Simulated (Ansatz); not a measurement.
`CO[BH][ZnH]` + HCl → `COBCl` + `[ZnH2]` at 500 K and 1 bar (cleavage of the B–Zn bond).

Computed with Ansatz on PBE0-D4/def2-TZVP structures; ΔE is electronic, products minus reactants. CCSD(T)/CBS is the MP2 limit (def2-TZVPP, def2-QZVPP) plus CCSD(T) − MP2 in def2-TZVPP, frozen cores. This one scheme is used for every species. For Zn outer-core shells are correlated without core-valence functions, which leaves a few kJ/mol of doubt a bond. Scalar relativity is left out up to krypton. Each species was taken in one conformer, which may not be the lowest.

```csv
species,CCSD(T)/CBS energy (Eh),H − E (kJ/mol),S (J/(mol·K))
`CO[BH][ZnH]`,-1919.39909,200.4,378.3
HCl,-460.38127,32.5,201.9
`COBCl`,-600.27977,183.1,347.1
`[ZnH2]`,-1779.54550,48.1,221.7
```

H − E and S are ideal-gas, rigid-rotor, harmonic terms from PBE0-D4/def2-TZVP, for one conformer and one mirror image of each species. 1 Eh = 2625.50 kJ/mol, R = 8.31446 J/(mol·K).

Problem. By hand: ΔE, ΔH, ΔS and ΔG.

Solution. ΔE = (-600.27977) + (-1779.54550) − (-1919.39909) − (-460.38127) = -0.04491 Eh = -117.9 kJ/mol. Δ(H − E) = 183.1 + 48.1 − 200.4 − 32.5 = -1.7, so ΔH = -119.6 kJ/mol. ΔS = 347.1 + 221.7 − 378.3 − 201.9 = -11.4 J/(mol·K). ΔG = -119.6 − 500 × (-11.4)/1000 = -113.9 kJ/mol.

Problem. By hand: the equilibrium constant, and the temperature at which ΔG would vanish if ΔH and ΔS stayed fixed.

Solution. log₁₀ K = −ΔG/(RT ln 10) = 11.9. ΔG = 0 at ΔH/ΔS = 10491 K, far beyond where these terms or the molecules hold.

The number of gas molecules stays the same, so ΔS is small and ΔH decides. A doubt of 5 kJ/mol in ΔE shifts log₁₀ K by 0.5 here. Other conformers and mirror images would add mixing entropy, several J/(mol·K) or more a flexible species. These are equilibria of isolated gas molecules and say nothing of rates. Largest T1 diagnostic: 0.016 (customary marks: 0.02 for closed shells, 0.045 for open ones).
